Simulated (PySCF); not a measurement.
A calculated (UHF, PySCF 2.14, jorge-DZP-DKH, scalar relativity by spin-free X2C-1e) atom or ion has these occupied shells.

```tsv
shell	electrons	orbital energy (eV)	rms radius, mean of both spins (bohr)
1s α	1	-1876.9	0.129
1s β	1	-1876.7	0.129
2s α	1	-168.24	0.613
2s β	1	-167.93	0.613
2p α	3	-115.95	0.599
2p β	3	-115.37	0.599
3s α	1	-16.827	2.37
3s β	1	-12.567	2.37
3p α	2	-8.124	2.95
```

Q: Name the element and its charge.

A: Si (silicon, neutral), in [Ne] 3s2 3p2, high-spin 3P determinant.
